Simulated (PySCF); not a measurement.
PySCF input for C4H9NSi, SMILES C=C=C[Si@@H](C)N, TDA-PBE/def2-SVPD. Geometry: r2SCAN-D4/def2-SVP. The structure was generated by enumeration; whether it is a known compound was not checked. Other conformers were not sampled.

```python
import numpy as np
from pyscf import gto, scf, dft, tdscf

mol = gto.M(
    atom='''
    C     3.08004686   -0.84860481    0.12441611
    C     1.87671660   -0.49885811    0.51203826
    C     0.65878035   -0.14453110    0.85058169
    Si   -0.67717690    0.22482327   -0.41235540
    C    -2.10901207   -0.97572470   -0.26717271
    N    -1.29825334    1.80897412   -0.05531185
    H     3.34007629   -1.90057421   -0.03807903
    H     3.86302506   -0.10010271   -0.04115737
    H     0.41389688   -0.06311316    1.92172133
    H    -0.03310610    0.05850810   -1.75896506
    H    -2.55300326   -0.93650326    0.74040944
    H    -1.77403306   -2.00764700   -0.45737532
    H    -2.90242226   -0.74383533   -0.99736079
    H    -2.17359320    2.09576658   -0.48570132
    H    -0.65178079    2.59346869   -0.04251352
    ''',
    basis='def2-SVPD',
    charge=0,
    spin=0,
    max_memory=1600,
    verbose=4,
)
mf = dft.RKS(mol, xc='pbe').density_fit(auxbasis='def2-universal-jkfit')
mf.grids.level = 3
mf.conv_tol = 1e-9
mf.max_cycle = 100
mf.kernel()
mf.grids = dft.Grids(mol).set(level=1).build(with_non0tab=True)  # coarser grid for the response kernel
td = tdscf.TDA(mf)
td.singlet = True
td.nstates = 10
td.conv_tol = 1e-4
td.positive_eig_threshold = 1e-6
td.kernel(x0=td.get_init_guess(mf, 15))
td.analyze()
tt = tdscf.TDA(mf)
tt.singlet = False
tt.nstates = 4
tt.conv_tol = 1e-4
tt.positive_eig_threshold = 1e-6
tt.kernel(x0=tt.get_init_guess(mf, 9))
tt.analyze(verbose=3)
```

Log of the run:

```
PySCF version 2.14.0

[INPUT] verbose = 4
[INPUT] num. atoms = 15
[INPUT] num. electrons = 54
[INPUT] charge = 0
[INPUT] spin (= nelec alpha-beta = 2S) = 0
[INPUT] symmetry False subgroup None
[INPUT] Mole.unit = angstrom
[INPUT] Symbol           X                Y                Z      unit          X                Y                Z       unit  Magmom
[INPUT]  1 C      3.080046860000  -0.848604810000   0.124416110000 AA    5.820445016227  -1.603630678889   0.235112373384 Bohr   0.0
[INPUT]  2 C      1.876716600000  -0.498858110000   0.512038260000 AA    3.546480387425  -0.942705202918   0.967612076699 Bohr   0.0
[INPUT]  3 C      0.658780350000  -0.144531100000   0.850581690000 AA    1.244914437745  -0.273124195482   1.607366440670 Bohr   0.0
[INPUT]  4 Si    -0.677176900000   0.224823270000  -0.412355400000 AA   -1.279678878882   0.424854406729  -0.779238771985 Bohr   0.0
[INPUT]  5 C     -2.109012070000  -0.975724700000  -0.267172710000 AA   -3.985455205702  -1.843852455973  -0.504883249858 Bohr   0.0
[INPUT]  6 N     -1.298253340000   1.808974120000  -0.055311850000 AA   -2.453343252902   3.418465653226  -0.104524247943 Bohr   0.0
[INPUT]  7 H      3.340076290000  -1.900574210000  -0.038079030000 AA    6.311829423253  -3.591564736312  -0.071958937789 Bohr   0.0
[INPUT]  8 H      3.863025060000  -0.100102710000  -0.041157370000 AA    7.300059375732  -0.189166706227  -0.077776157307 Bohr   0.0
[INPUT]  9 H      0.413896880000  -0.063113160000   1.921721330000 AA    0.782151747012  -0.119266587256   3.631527001435 Bohr   0.0
[INPUT] 10 H     -0.033106100000   0.058508100000  -1.758965060000 AA   -0.062561462052   0.110564285069  -3.323962226079 Bohr   0.0
[INPUT] 11 H     -2.553003260000  -0.936503260000   0.740409440000 AA   -4.824476956522  -1.769734676162   1.399171061643 Bohr   0.0
[INPUT] 12 H     -1.774033060000  -2.007647000000  -0.457375320000 AA   -3.352436619324  -3.793902984805  -0.864314090935 Bohr   0.0
[INPUT] 13 H     -2.902422260000  -0.743835330000  -0.997360790000 AA   -5.484783169241  -1.405645055475  -1.884738740480 Bohr   0.0
[INPUT] 14 H     -2.173593200000   2.095766580000  -0.485701320000 AA   -4.107495854217   3.960424857216  -0.917842473140 Bohr   0.0
[INPUT] 15 H     -0.651780790000   2.593468690000  -0.042513520000 AA   -1.231687186353   4.900945536735  -0.080338909391 Bohr   0.0

nuclear repulsion = 270.013225610603
number of shells = 86
number of NR pGTOs = 282
number of NR cGTOs = 196
basis = def2-SVPD
ecp = {}


[settings echo left out]
init E= -501.59672378115
  HOMO = -0.300536289389071  LUMO = -0.106785656654778  gap/eV = 5.27222
cycle= 1 E= -501.272816008002  delta_E= 0.324  |g|= 0.712  |ddm|= 7.15
  HOMO = -0.109733184188013  LUMO = 0.0146211933746447  gap/eV = 3.38385
cycle= 2 E= -501.032369896143  delta_E= 0.24  |g|= 1.19  |ddm|= 3.52
  HOMO = -0.211149132312383  LUMO = -0.032656859398525  gap/eV = 4.85702
cycle= 3 E= -501.393142124503  delta_E= -0.361  |g|= 0.199  |ddm|= 2.45
  HOMO = -0.21619817992309  LUMO = -0.0427333683098086  gap/eV = 4.72022
cycle= 4 E= -501.403474896595  delta_E= -0.0103  |g|= 0.0579  |ddm|= 0.528
  HOMO = -0.21626934464326  LUMO = -0.0415787184304088  gap/eV = 4.75357
cycle= 5 E= -501.4040488505  delta_E= -0.000574  |g|= 0.0394  |ddm|= 0.164
  HOMO = -0.217102758815324  LUMO = -0.0402863769151023  gap/eV = 4.81142
cycle= 6 E= -501.404460094054  delta_E= -0.000411  |g|= 0.00629  |ddm|= 0.0556
  HOMO = -0.216850271829272  LUMO = -0.0404083080694226  gap/eV = 4.80123
cycle= 7 E= -501.404471572472  delta_E= -1.15e-05  |g|= 0.00255  |ddm|= 0.0145
  HOMO = -0.216858005906662  LUMO = -0.0403863274871648  gap/eV = 4.80204
cycle= 8 E= -501.404473240414  delta_E= -1.67e-06  |g|= 0.000861  |ddm|= 0.00445
  HOMO = -0.216899650392453  LUMO = -0.0404386131103784  gap/eV = 4.80175
cycle= 9 E= -501.404473413367  delta_E= -1.73e-07  |g|= 0.000358  |ddm|= 0.00239
  HOMO = -0.21689492663676  LUMO = -0.0404150757441455  gap/eV = 4.80226
cycle= 10 E= -501.404473448495  delta_E= -3.51e-08  |g|= 6.7e-05  |ddm|= 0.000608
  HOMO = -0.216897813250644  LUMO = -0.0404218734392687  gap/eV = 4.80215
cycle= 11 E= -501.404473449878  delta_E= -1.38e-09  |g|= 1.38e-05  |ddm|= 0.000189
  HOMO = -0.216898231841532  LUMO = -0.0404213211713733  gap/eV = 4.80218
cycle= 12 E= -501.404473449937  delta_E= -5.95e-11  |g|= 2.88e-06  |ddm|= 4.17e-05
  HOMO = -0.216897252166774  LUMO = -0.0404209083673326  gap/eV = 4.80217
Extra cycle  E= -501.404473449933  delta_E= 3.87e-12  |g|= 4.53e-06  |ddm|= 1.76e-05
converged SCF energy = -501.404473449933
tot grids = 54504
Overwritten attributes  positive_eig_threshold  of <class 'pyscf.tdscf.rks.TDA'>


******** <class 'pyscf.tdscf.rks.TDA'> for <class 'pyscf.df.df_jk.DFRKS'> ********
nstates = 10 singlet
deg_eia_thresh = 1.000e-03
wfnsym = None
conv_tol = 0.0001
eigh lindep = 1e-12
eigh level_shift = 0
eigh max_cycle = 100


Excitation energies (eV)
[4.86330704 5.19691444 5.3423052  5.8588101  6.01372209 6.0946218
 6.30120955 6.36071849 6.52278521 6.59581695]

** Singlet excitation energies and oscillator strengths **
Excited State   1:      4.86331 eV    254.94 nm  f=0.0048
      27 -> 28        0.70120
Excited State   2:      5.19691 eV    238.57 nm  f=0.0036
      26 -> 28       -0.69294
Excited State   3:      5.34231 eV    232.08 nm  f=0.0015
      26 -> 29        0.18187
      27 -> 29       -0.67704
Excited State   4:      5.85881 eV    211.62 nm  f=0.0127
      27 -> 30       -0.69945
Excited State   5:      6.01372 eV    206.17 nm  f=0.0013
      25 -> 29       -0.66291
      26 -> 29        0.14933
      26 -> 30        0.15339
Excited State   6:      6.09462 eV    203.43 nm  f=0.0068
      25 -> 29       -0.16331
      26 -> 30       -0.68200
Excited State   7:      6.30121 eV    196.76 nm  f=0.0013
      25 -> 28       -0.10598
      25 -> 30        0.13342
      27 -> 31        0.67902
Excited State   8:      6.36072 eV    194.92 nm  f=0.0479
      24 -> 28        0.14339
      25 -> 28        0.35002
      25 -> 30       -0.50737
      26 -> 29        0.12730
      27 -> 31        0.17366
Excited State   9:      6.52279 eV    190.08 nm  f=0.0142
      24 -> 28        0.22147
      25 -> 28        0.25585
      25 -> 30        0.41986
      26 -> 29        0.19706
      26 -> 31        0.35466
Excited State  10:      6.59582 eV    187.97 nm  f=0.0651
      24 -> 28       -0.24905
      25 -> 28       -0.18710
      25 -> 30       -0.18045
      26 -> 31        0.54683
      27 -> 32        0.23654

** Transition electric dipole moments (AU) **
state          X           Y           Z        Dip. S.      Osc.
  1        -0.1322     -0.0119     -0.1496      0.0400      0.0048
  2        -0.1394     -0.0813     -0.0478      0.0283      0.0036
  3        -0.0832      0.0582      0.0328      0.0114      0.0015
  4         0.0451      0.1661     -0.2421      0.0882      0.0127
  5         0.0413      0.0767     -0.0376      0.0090      0.0013
  6        -0.0625     -0.1099      0.1727      0.0458      0.0068
  7         0.0259     -0.0100      0.0862      0.0082      0.0013
  8        -0.4893      0.2577      0.0427      0.3076      0.0479
  9        -0.2262     -0.1928      0.0215      0.0888      0.0142
 10         0.5874      0.0630      0.2316      0.4026      0.0651

** Transition velocity dipole moments (imaginary part, AU) **
state          X           Y           Z        Dip. S.      Osc.
  1        -0.0145     -0.0130     -0.0202      0.0008      0.0029
  2        -0.0090      0.0034     -0.0061      0.0001      0.0004
  3        -0.0036      0.0089     -0.0077      0.0002      0.0005
  4         0.0102      0.0318     -0.0447      0.0031      0.0096
  5         0.0052      0.0058     -0.0057      0.0001      0.0003
  6        -0.0211     -0.0168      0.0276      0.0015      0.0044
  7        -0.0093     -0.0069      0.0191      0.0005      0.0014
  8        -0.0699      0.0415      0.0166      0.0069      0.0196
  9        -0.0270     -0.0362      0.0208      0.0025      0.0069
 10         0.1040      0.0079      0.0717      0.0160      0.0440

** Transition magnetic dipole moments (imaginary part, AU) **
state          X           Y           Z
  1         0.0818      0.1761      0.1374
  2         0.6274     -0.1195     -0.1630
  3        -0.0043      0.0923      0.0263
  4         0.6779      0.3675      0.1703
  5        -0.5166      0.1491      0.1460
  6        -0.2666      0.0673     -0.1277
  7        -0.1596     -0.1712      0.1265
  8         0.1339      0.0461     -0.0131
  9         0.0603      0.6427      0.0509
 10         0.0280      0.7462     -0.1503


******** <class 'pyscf.tdscf.rks.TDA'> for <class 'pyscf.df.df_jk.DFRKS'> ********
nstates = 4 triplet
deg_eia_thresh = 1.000e-03
wfnsym = None
conv_tol = 0.0001
eigh lindep = 1e-12
eigh level_shift = 0
eigh max_cycle = 100


Excitation energies (eV)
[4.49193019 4.68351143 4.7261987  4.8981178 ]

** Triplet excitation energies and oscillator strengths **
Excited State   1:      4.49193 eV    276.02 nm  f=0.0000
Excited State   2:      4.68351 eV    264.72 nm  f=0.0000
Excited State   3:      4.72620 eV    262.33 nm  f=0.0000
Excited State   4:      4.89812 eV    253.13 nm  f=0.0000
```

Self-consistency was reached.

Cost: around 2.6 core-minutes (rough).
